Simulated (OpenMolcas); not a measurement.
**Fe2+: effect of the IPEA shift**

```json
{
 "Program": "OpenMolcas",
 "Basis": "ANO-RCC-VQZP [7s6p4d3f2g1h]",
 "Scalar Hamiltonian": "DKH2, point nucleus",
 "Active space": "6 electrons in 6 orbitals (3d 4s)",
 "State averaging": "2S+1 = 5 even, 30 roots; 2S+1 = 7 even, 1 root kept (CI in the orbitals of an earlier block); 2S+1 = 3 even, 121 roots kept (CI in the orbitals of an earlier block, 98 in the spin-orbit step); 2S+1 = 1 even, 96 roots kept (CI in the orbitals of an earlier block, 69 in the spin-orbit step)",
 "Spin-orbit coupling": "state interaction with AMFI integrals over the reference wave functions, term energies averaged over their components"
}
```

Methods on the same reference wave functions:
A. CASSCF
B. MS-CASPT2, IPEA 0.25 Eh, imaginary shift 0.1 Eh (closed shells correlated: 3s 3p)
C. MS-CASPT2, IPEA 0.5 Eh, imaginary shift 0.1 Eh (closed shells correlated: 3s 3p)

Energies in cm⁻¹ above 3d⁶ ⁵D₄, the measured ground level; measured values from Corliss and Sugar, J. Phys. Chem. Ref. Data 11, 135 (1982).

```
     Level      A      B      C  Measured
   3d⁶ ⁵D₄    0.0    0.0    0.0       0.0
   3d⁶ ⁵D₃    466    470    470       436
   3d⁶ ⁵D₂    798    797    797       739
   3d⁶ ⁵D₁   1012   1007   1008       932
   3d⁶ ⁵D₀   1118   1110   1111      1027
3d⁵ 4s ⁷S₃   8483  26180  26710     30089
3d⁵ 4s ⁵S₂  21818  36240  37050     41000
   3d⁶ ³H₆  24070  19650  20110     20051
   3d⁶ ³H₅  24318  19880  20340     20301
   3d⁶ ³H₄  24506  20030  20500     20482
3d⁶ ³P₂(1)  26381  18510  19240     19405
3d⁶ ³F₄(1)  27592  20790  21470     21462
3d⁶ ³P₁(1)  27758  19900  20630     20688
3d⁶ ³F₃(1)  27850  21020  21710     21700
3d⁶ ³F₂(1)  28042  21190  21880     21857
3d⁶ ³P₀(1)  28348  20480  21200     21208
   3d⁶ ³G₅  30409  23950  24490     24559
   3d⁶ ³G₄  30840  24360  24900     24941
   3d⁶ ³G₃  31046  24550  25090     25142
   3d⁶ ¹I₆  36267  29810  30110     30356
3d⁶ ¹G₄(1)  38279  29960  30480     30886
   3d⁶ ³D₁  39364  29810  30530          
   3d⁶ ³D₂  39401  29820  30540          
   3d⁶ ³D₃  39526  29970  30690     30858
```

Deviations, from unrounded energies. A percentage is the sum of absolute deviations over the sum of measured energies, with the sign that they share, or ± where signs differ.

| Against measurement | Levels | A | B | C |
| --- | --- | --- | --- | --- |
| mean absolute deviation (cm-1) | 21 | 6300 | 890 | 430 |
| fine structure of the ground term (%) | 4 | +8.3 | +8.0 | +8.0 |
| other terms of the ground configuration (%) | 15 | +25.8 | -2.8 | ±0.4 |
| other configurations (%) | 2 | -57.4 | -12.2 | -10.3 |

C lies closest to measurement on these levels and A furthest from it. The largest miss of C in the table is 3d⁵ 4s ⁵S₂, by -3900 cm-1. The ranking rests on the paired levels alone, and a cruder setting can come out closer through cancelling errors.

Between B and C the level of the table that moves most is 3d⁵ 4s ⁵S₂, by 810 cm-1 (lowest in B, highest in C). Moves below CASPT2's spread within the term are not significant.

The mean deviations of B to C differ by less than CASPT2's widest spread within a term (3500 cm-1), so their order carries little weight.

From A to B the spin-free energies of the other terms of 3d⁶ shown, above ⁵D, scale by factors of 0.70 to 0.82, as is usual when dynamic correlation screens the repulsion within a d or f shell.

The lowest spin-free term lies below A's lowest term by 0.575 hartree in B, 0.566 hartree in C.

Term energies are means over components that CASPT2 splits; among the terms shown or strongly mixed into the levels shown the widest spread is 3500 cm-1 (3d⁶ ¹I, C). Over all roots computed the reference weight is 0.88 to 0.94 in B, 0.89 to 0.94 in C; the roots of lowest weight are the least certain, and an intruder state may touch them. Some high roots are left out of the spin-orbit mixing, which shifts the levels that they would mix with. Terms from blocks run as CI alone lack orbitals of their own. A single d shell beside an s shell can misplace configurations of different d count against each other. The CASPT2 spread within a term exceeds the gap to the next term for 3d⁶ ¹I and 3d⁶ ¹G(1), 3d⁶ ¹G(1) and 3d⁶ ³D, so the order of their levels is uncertain (figures for B; the like holds for C). Without dynamic correlation excited terms often stand tens of per cent too high (terms of higher spin than the ground term too low), and those without a measured partner can miss by more than the paired ones (holds for A). Blocks of more than 70 roots (2S+1 = 3 even) ran without multistate coupling (holds for B; C). Computed and measured levels are paired by configuration, term and J; levels that our copy of the source lacks, or whose pairing is in doubt (as where it misses far off the trend of its configuration), stay unpaired and out of the deviations. Levels of configurations outside the active space are missing. The table leaves out levels that lie high or whose names do not pair safely across all columns.

A number in round brackets counts repeated terms of one configuration in the order of the reference energies.
